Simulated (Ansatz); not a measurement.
`CC1(O)C[SiH2]1`. The species carries charge 0 and has multiplicity 1.

Cartesian coordinates in Å:
```
C -0.115 1.034 -1.118
C 0.373 0.048 -0.093
O 1.772 -0.096 -0.060
C -0.193 0.186 1.317
Si -0.690 -1.395 0.481
H 0.166 0.725 -2.129
H 0.319 2.021 -0.925
H -1.204 1.126 -1.093
H 2.045 -0.554 -0.859
H -0.916 0.981 1.474
H 0.555 0.118 2.101
H -0.033 -2.648 0.911
H -2.079 -1.545 -0.007
```

(1) What are the harmonic wavenumbers in cm⁻¹ at PBE0-D4/def2-TZVP (Ansatz, finite differences of forces, unscaled)? (Best estimate.)

(2) Is this a minimum?

(3) Give the ideal-gas thermochemistry at 298.15 K and 1 bar (rigid rotor, harmonic oscillator; point group C1, symmetry number 1).

Results:

(1) The calculation gave: 162, 253, 299, 326, 361, 420, 477, 552, 582, 628, 659, 798, 846, 918, 951, 980, 988, 1084, 1198, 1243, 1339, 1399, 1410, 1472, 1485, 2247, 2275, 3028, 3100, 3121, 3132, 3218, 3852.

(2) Yes, all 33 modes are real.

(3) Zero-point energy 268.0 kJ/mol; H(298) − E = 288.0 kJ/mol; entropy 326.6 J/(mol·K), of which translation 164.7, rotation 109.6, vibration 52.3; G(298) − E = 190.6 kJ/mol.
